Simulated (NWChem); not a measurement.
Species: SiH2SO, singlet; SMILES [Si](S)O

```xyz
5

Si    -0.6916    -0.6987     0.0000
O      0.6931    -1.6236     0.0000
H      1.5801    -1.2291     0.0000
S      0.2070     1.3123     0.0000
H     -0.9550     1.9997     0.0000
```
Atoms are numbered in this order, from 1.

Low-valent species are run as closed-shell singlets; no triplet was tried in these runs. All runs use the structure optimised with B3LYP/6-31G* (spherical d).

Problem. Give the principal values of the shielding tensors (ppm) of Si1, O2, S4 from B3LYP/6-311G** (spherical d), GIAO (NWChem), with their diamagnetic and paramagnetic parts as GIAO splits them.

Solution. 
```json
[
 {"atom": "Si1", "σ11": "-277.8", "σ22": "269.3", "σ33": "293.5", "isotropic": "95.0", "diamagnetic": "875.7", "paramagnetic": "-780.7"},
 {"atom": "O2", "σ11": "-39.8", "σ22": "167.2", "σ33": "276.4", "isotropic": "134.6", "diamagnetic": "390.4", "paramagnetic": "-255.8"},
 {"atom": "S4", "σ11": "-189.2", "σ22": "460.7", "σ33": "699.1", "isotropic": "323.5", "diamagnetic": "1057.5", "paramagnetic": "-734.0"}
]
```
